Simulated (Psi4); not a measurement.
F5Ta (SMILES [F][Ta]([F])([F])([F])[F]), singlet, at a GFN2-xTB geometry (such geometries of metal compounds can be far from the true shape) (core potentials on Ta). Base run: Psi4 with HF/def2-SV(P).

Input for Psi4:
```
memory 2 GB

molecule mol {
0 1
  Ta   -0.000000    0.000000   -0.000000
  F     1.177283   -0.702914    1.159289
  F    -1.177283    0.702914   -1.159289
  F     0.100684    1.595988    0.865452
  F     1.135453   -0.362868   -1.373097
  F    -1.236137   -1.233120    0.507645
}

set basis def2-sv(p)
set reference rhf

energy('scf')
print_variables()
```

The base run was repeated with changes; each row names its change, and settings that it needs were set with it.

```csv
change,basis functions,E (Eh)
base,95,-553.42027
basis = def2-SVP,102,-553.48547
basis = def2-SVPD,150,-553.51851
basis = def2-TZVP,195,-554.14623
basis = def2-TZVPP,…,…
basis = def2-TZVPD,243,-554.15159
```

### Question
Fill in the missing entries.

### Answer

- basis = def2-TZVPP, basis functions: 211
- basis = def2-TZVPP, E (Eh): -554.16087

Totals compare only among sets that treat the same electrons; sets with core potentials leave the core out.
